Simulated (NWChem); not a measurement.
Molecule: CH4ClFOSi; SMILES C[Si@](O)(F)Cl

```xyz
9

C      1.6378     1.1041     0.0660
Si    -0.0343     0.3422    -0.0071
O     -0.8250     0.8707    -1.3442
F     -0.8904     0.7256     1.3126
Cl     0.0587    -1.7174    -0.0031
H      2.2276     0.8229    -0.8185
H      2.1748     0.7699     0.9655
H      1.5531     2.2010     0.0946
H     -1.6857     0.4905    -1.5451
```
Atoms are numbered in this order, from 1.

Structure relaxed at the PBE0/def2-SVP level.

**Question.** List the 4 lowest vertical singlet excitations from PBE0/6-31+G* (spherical d), full TDDFT (NWChem).

**Answer.** 
```csv
state,energy (eV),oscillator strength,leading excitation (squared amplitude)
S1,7.92,0.032,HOMO → LUMO (0.83)
S2,8.07,0.084,HOMO−1 → LUMO (0.85)
S3,8.63,0.070,HOMO−2 → LUMO (0.44)
S4,8.80,0.039,HOMO−2 → LUMO (0.45)
```
